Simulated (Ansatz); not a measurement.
One change: `C[O][Ga]([OH])[SH]` becomes `[OH][Ga]([SH])[O][SiH3]`.

Ansatz, PBE0-D4/def2-TZVP geometries, multiplicity 1. Each molecule was computed in one conformer, which needn't be the lowest.

Scalar relativity is left out up to krypton.

```csv
property,`C[O][Ga]([OH])[SH]`
HOMO–LUMO gap (ωB97M-V/def2-TZVPP) / eV,11.08
LUMO energy (PBE0/def2-TZVPP) / eV,-0.75
LUMO energy (ωB97M-V/def2-TZVPP) / eV,1.06
LUMO energy (B3LYP/def2-TZVPP) / eV,-1.09
HOMO energy (PBE/def2-TZVPP) / eV,-6.39
HOMO–LUMO gap (PBE0/def2-TZVPP) / eV,7.04
```

**Question.** Give the same properties after the change, and the shifts. (Best estimate.)

**Answer.** Ansatz gave: 
```csv
property,`[OH][Ga]([SH])[O][SiH3]`,shift
HOMO–LUMO gap (ωB97M-V/def2-TZVPP) / eV,10.88,-0.20
LUMO energy (PBE0/def2-TZVPP) / eV,-1.11,-0.36
LUMO energy (ωB97M-V/def2-TZVPP) / eV,0.67,-0.39
LUMO energy (B3LYP/def2-TZVPP) / eV,-1.42,-0.33
HOMO energy (PBE/def2-TZVPP) / eV,-6.74,-0.35
HOMO–LUMO gap (PBE0/def2-TZVPP) / eV,6.89,-0.15
```

With PBE0 the HOMO falls by 0.21 eV and the LUMO falls by 0.36 eV, so the gap narrows by about 0.15 eV. PBE moves the HOMO by -0.35 eV and ωB97M-V by -0.18 eV.

B3LYP here is the variant with VWN-RPA as its local correlation; programs differ in this.
